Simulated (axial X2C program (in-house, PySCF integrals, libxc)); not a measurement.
**Correcting the dissociation energy of ZnSb⁺ for spin–orbit coupling**

A spin-free PBE0 curve (one-electron X2C) was computed with an axial X2C code built on PySCF integrals, basis Sb dyall-v3z [11s12p8d1f], Zn dyall-v3z [9s10p6d3f2g] (cores contracted in-house), for the state M_S = 1, Λ = 0 (beyond evenly filled blocks: π+α, π-α). It gives D0 = 2.233 eV to Sb+ + Zn, which in a spin-free picture are the weighted means of the ground terms.

Measured levels of the ground terms (NIST Handbook of Basic Atomic Spectroscopic Data), in cm⁻¹: Sb+ 3P: J = 0 at 0, J = 1 at 3054.6, J = 2 at 5658.2; Zn 1S: J = 0 at 0.

The molecular state has Λ = 0, so it has no first-order lowering.

Task: How far does each ground level lie under the (2J+1)-weighted mean of its term?

Result: Sb+: (1 × 0 + 3 × 3054.6 + 5 × 5658.2)/9 = 4162 cm⁻¹; Zn: a single level, 0.

Task: Correct D0.

Result: D0 = 2.233 + (0 − 4162)/8065.5 = 1.717 eV at PBE0 with these spin–orbit terms.

Second-order spin–orbit effects in the molecule, which grow quickly with Z, are left out. The state is one determinant whose occupation by symmetry is held fixed; it was picked as the lowest of a PBE0 search that is not exhaustive. Dissociation energies refer to the lowest single-determinant-based atoms at the same level and basis. Other states lie close and PBE0, whose exact exchange favours high spin, may order them wrongly; the determinant shown need not be the ground state. The nearest other spin-free determinant of the search, M_S = 0, Λ = 2, lies 0.85 eV up at the distance of the search.
